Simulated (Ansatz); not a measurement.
Geometry optimisation, RKS PBE0-D4/6-31G in Ansatz 0.2.0.

The input (input.yaml):

```yaml
crystal:
  periodic: [false, false, false]
  atoms:
    - { symbol: B, position_ang: [-1.00317, 1.72415, 0.39188] }
    - { symbol: O, position_ang: [-0.33698, 0.62111, 0.46559] }
    - { symbol: C, position_ang: [0.30068, -0.43516, 0.50483] }
    - { symbol: C, position_ang: [0.67202, -1.20936, -0.67758] }
    - { symbol: H, position_ang: [-2.17371, 1.69115, 0.43971] }
    - { symbol: H, position_ang: [-0.42305, 2.73705, 0.28647] }
    - { symbol: H, position_ang: [-0.17149, 0.38218, 1.41197] }
    - { symbol: H, position_ang: [0.26575, -2.22202, -0.59586] }
    - { symbol: H, position_ang: [1.75774, -1.34705, -0.69829] }
    - { symbol: H, position_ang: [0.33626, -0.7482, -1.60459] }
total_charge: 1
basis:
  gaussian: { orbitals: "6-31G" }
hamiltonian:
  xc: pbe0
  dispersion: d4
relax:
  f_tol: 0.02
  max_steps: 50
```

Launched with:

```bash
$ ansatz run input.yaml --threads 1 --pin off --max-ram 2048MiB --backend cpu --events-out ev --progress --plain --runs-dir out
```

Q: Where does it end, and by what steps?

A: The forces met the threshold. Limits of this set-up: no polarisation functions, the dipole of an ion depends on the origin. After 15 steps the energy has fallen by 6.873 eV; H7 moved furthest, 1.17 Å. The start is strongly strained (largest force component 8 eV/Å), so its close contacts needn't be bonds. Parted: O2–H7.

| step | energy less start (eV) | largest force component (eV/Å) | accepted |
| --- | --- | --- | --- |
| 0 | 0.0000 | 8.319 | yes |
| 1 | -1.4153 | 3.066 | yes |
| 2 | -2.0453 | 1.898 | yes |
| 3 | -2.7388 | 3.596 | yes |
| 4 | -3.7913 | 5.769 | yes |
| 5 | -5.1436 | 5.445 | yes |
| 6 | -6.1527 | 4.056 | yes |
| 7 | -6.7658 | 1.156 | yes |
| 8 | -6.7913 | 1.563 | yes |
| 9 | -6.8319 | 0.414 | yes |
| 10 | -6.8690 | 0.245 | yes |
| 11 | -6.8716 | 0.058 | yes |
| 12 | -6.8720 | 0.028 | yes |
| 13 | -6.8723 | 0.031 | yes |
| 14 | -6.8721 | 0.074 | no |
| 15 | -6.8725 | 0.015 | yes |

```xyz
10
Properties=species:S:1:pos:R:3
B -1.148 1.950 0.254
O -0.428 0.754 0.369
C 0.219 -0.317 0.520
C 0.637 -1.150 -0.598
H -2.326 1.832 0.272
H -0.487 2.927 0.145
H 0.452 -0.593 1.551
H 0.233 -2.166 -0.462
H 1.730 -1.286 -0.557
H 0.343 -0.755 -1.569
```

Run time: 16 s on 1 CPU thread of a shared host.
